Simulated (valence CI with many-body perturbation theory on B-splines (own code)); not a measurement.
**Zn²³⁺: one-electron terms**

Calculated by relativistic CI+MBPT: five valence electrons over a frozen Dirac-Fock core [He], radial functions for each j: 9 s, 9 p, 8 d, 6 f, 3 g, 1 h, with the one-electron correlation potential Σ1, the two-electron term Σ2, the three-electron term Σ3, Breit, model QED; selected CI, second order for the rest (own B-spline code, finite nucleus).

No measured spectrum was set against this ion. As an estimate, levels of excited configurations hold to 0.05 to 0.15 % of their energy, terms of the ground configuration to about 0.5 %. Among the levels kept, up to 2200 cm⁻¹ of a level comes from second order outside the variational space, and about a tenth of that is noise between levels of different J, which matters for small intervals.

These are the spectroscopic orbitals of the CI (the correlating ones are not listed), shaped by the core and the other valence electrons. h is the expectation value of the core's Dirac-Fock operator, without the valence repulsion; Σ1 is computed up to l = 3 at one energy for each symmetry, that of its lowest orbital but kept below the first core excitation, so for empty shells it is not the orbital's own correlation shift; Breit and QED include the response of the core.

```tsv
Orbital	h (hartree)	Σ1 (cm⁻¹)	Breit (cm⁻¹)	QED (cm⁻¹)	⟨r⟩ (bohr)
2s1/2	-102.1	-1186	6292	5600	0.2142
3s1/2	-44.58	-270	1676	1535	0.5054
4s1/2	-24.807	-102	660	612	0.9249
5s1/2	-15.777	-49.9	328	305	1.468
2p1/2	-99.918	-2657	12173	-298	0.1835
3p1/2	-43.916	-561	3199	-84.1	0.4818
4p1/2	-24.523	-210	1271	-34.0	0.9078
5p1/2	-15.63	-102	634	-17.1	1.457
2p3/2	-98.792	-2457	5243	190	0.1865
3p3/2	-43.586	-520	1350	47.6	0.4860
4p3/2	-24.385	-195	552	18.8	0.9133
5p3/2	-15.56	-95.0	275	9.4	1.464
3d3/2	-43.188	-204	88.8	-18.1	0.4209
4d3/2	-24.217	-86.2	47.9	-7.0	0.8545
5d3/2	-15.474	-44.2	26.0	-3.5	1.411
3d5/2	-43.09	-199	27.9	22.3	0.4222
4d5/2	-24.176	-83.9	14.9	9.8	0.8561
5d5/2	-15.453	-43.0	7.9	5.1	1.413
4f5/2	-24.061	-15.4	0.4	-4.2	0.7459
5f5/2	-15.4	-8.7	0.3	-2.1	1.306
4f7/2	-24.041	-15.2	0.1	3.3	0.7467
5f7/2	-15.39	-8.6	0.1	1.8	1.307
5g7/2	-15.373		0.0	-1.3	1.144
5g9/2	-15.367		0.0	1.0	1.145
```

Among the shells of the start configuration 2s2 2p3, Σ1 is largest in size for 2p1/2, where it is 0.012 % of h.

Lowest root of each symmetry, sizes in configuration state functions:

```tsv
J	Parity	Roots	Reference	Variational	Second order	Change by selected CI (cm⁻¹)	Change by second order (cm⁻¹)
1/2	even	14	59	39997	547748	-28579	-75
3/2	even	18	86	39996	1227351	-27649	-357
5/2	even	15	79	39999	1577313	-27289	-585
7/2	even	7	46	39987	1264003	-36902	-481
9/2	even	3	22	39994	931676	-37876	-126
1/2	odd	12	58	39997	490659	-28826	-42
3/2	odd	18	87	40000	887764	-26061	-179
5/2	odd	11	72	40000	985977	-28936	-273
7/2	odd	5	44	39997	988677	-35856	-436
9/2	odd	2	17	37125	438858	-24625	-81
11/2	odd	1	4	29366	314773	-36791	-32
```
